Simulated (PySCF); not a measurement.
Two probes of the same atoms: core binding energy and nuclear shielding

C7H12BF.
Geometry (PBE0-D3(BJ)/def2-SVP, Å), atoms numbered from 1 in this order:
```
atom  x, y, z in Å
F1     3.2394   -0.5755   -1.6043
C2     3.2087   -0.0998   -0.3568
C3     2.0718    0.1661    0.2785
C4     0.6972   -0.0116   -0.2891
C5    -0.0171    1.3378   -0.4665
B6    -1.5655    1.2694   -0.6757
C7    -2.3508   -0.0091   -0.2391
C8    -1.5023   -1.2675   -0.0584
C9    -0.1411   -0.9726    0.5639
H10    4.2099    0.0412    0.0603
H11    2.1622    0.5591    1.2972
H12    0.8080   -0.4698   -1.2869
H13    0.0575    1.9237    0.4790
H14    0.4944    1.9750   -1.2066
H15   -2.1672    2.2561   -1.0499
H16   -3.2504   -0.1873   -0.8516
H17   -2.7649    0.3155    0.7433
H18   -1.3393   -1.7393   -1.0438
H19   -2.0342   -2.0198    0.5473
H20   -0.2759   -0.5377    1.5730
H21    0.4186   -1.9108    0.7070
```

Binding energies: delta-SCF UKS SCAN, pcX-2 on the ionised atom, pcseg-1 elsewhere, spin-free X2C in PySCF. Shieldings: GIAO PBE0/pcSseg-1, non-relativistic, same geometry.

```
atom  C 1s (eV)
  C2     292.33
  C3     290.29
  C4     290.57
  C5     289.88
  C7     289.96
  C8     290.38
  C9     290.29
```

Task: What are the absolute isotropic shieldings of these atoms?

Result: 
```csv
atom,environment,C 1s (eV),isotropic shielding (ppm)
C5,sp3 carbon bound to boron,289.88,146.3
C7,sp3 carbon bound to boron,289.96,154.5
C3,alkene CH carbon,290.29,57.8
C9,ring CH2 carbon,290.29,148.3
C8,ring CH2 carbon,290.38,159.4
C4,allylic carbon,290.57,153.6
C2,vinylic C–F carbon,292.33,30.5
```

Task: Among the listed atoms, is the one with the highest binding energy also the least shielded?

Result: Yes: C2 has both (292.33 eV, 30.5 ppm).

Over these 7 sites the two quantities correlate at r = -0.73. By binding energy: C5 < C7 < C3 ≈ C9 < C8 < C4 < C2. By shielding: C2 < C3 < C5 < C9 < C4 < C7 < C8.

Isolated species at its PBE0-D3(BJ)/def2-SVP geometry (one conformer only).
